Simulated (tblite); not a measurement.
A tight-binding relaxation on `CC1=C[C@@](C)(C(=O)O)C1`.

Computed with GFN2-xTB geometry optimisation, gas phase (tblite 0.8.0). Start geometry: from a force field or distance geometry. A driver script takes a list of jobs; this job's settings line and coordinates (Å) are shown.

Command:
```bash
OMP_NUM_THREADS=1 python probes_run.py task.json out
```

Input:
```
{"job": {"kind": "relax", "xc": "GFN2-xTB", "basis": "xTB"}, "charge": 0, "multiplicity": 1}
C      2.760900     0.514900     0.029200
C      1.290000     0.195400     0.008100
C      0.319700     0.319600     0.915000
C     -0.683200    -0.255200    -0.033200
C     -1.260100    -1.511600     0.592400
C     -1.703300     0.730200    -0.502700
O     -1.822000     1.001400    -1.746400
O     -2.525400     1.390800     0.413200
C      0.422200    -0.412400    -1.018200
H      3.084500     0.557200    -1.026800
H      3.303900    -0.219900     0.629500
H      2.902900     1.515600     0.475000
H      0.285600     0.710600     1.919000
H     -0.811900    -1.669600     1.607600
H     -1.066600    -2.422500     0.033000
H     -2.349100    -1.325500     0.750200
H     -3.233100     2.074300     0.102400
H      0.348600     0.257300    -1.882700
H      0.726600    -1.441300    -1.272100
```

Output:
```
step      E/eV     max force
  0    -766.07487    5.266
  1    -766.45982    5.403
  2    -766.66093    1.037
  3    -766.72172    0.692
  4    -766.81756    0.715
  5    -766.86059    0.716
  6    -766.88513    0.472
  7    -766.89357    0.360
  8    -766.89958    0.229
  9    -766.90732    0.214
... (89 lines left out)
 99    -767.09275    0.017
100    -767.09280    0.017
101    -767.09285    0.018
102    -767.09290    0.017
103    -767.09294    0.015
104    -767.09297    0.013
105    -767.09299    0.014
106    -767.09302    0.011
107    -767.09303    0.012
108    -767.09305    0.008
```

«max force» is the largest atomic force in eV/Å.

Task: From which step on does the largest force stay under 0.1 eV/Å, and how much energy is left to gain from there?

Result: From step 54 (0.081 eV/Å), 12.2 meV above the end.

In short: energy lowered by 23.5 kcal/mol over 108 steps; largest atomic force 0.008 eV/Å at the end.

Time: 0.75 s wall. Hardware: one thread, Arm Neoverse V1 (aarch64), shared host with 32 logical CPUs at a one-minute load of 20.
Labels such as C1 count atoms from 1, the log's own numbers from 0.
